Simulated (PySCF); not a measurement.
A structure optimised at PBE-D3(BJ)/def2-SVP, used in a PySCF frequency run:

```
W
N 1 1.9378
H 2 1.0254 1 124.32
H 2 1.0261 3 111.46 1 -173.36
S 1 2.1496 2 109.79 3 -142.83
S 1 2.1528 2 108.22 3 -18.99
S 1 2.3528 2 111.29 3 102.40
H 7 1.3674 1 95.36 2 -73.72
```
Charge 0, spin multiplicity 1.

Write its SMILES and formula.

[NH2][W](=[S])(=[S])[SH], H3NS3W

What are its rotational constants (standard atomic weights)?

1.5898, 1.4986, 1.1726 GHz
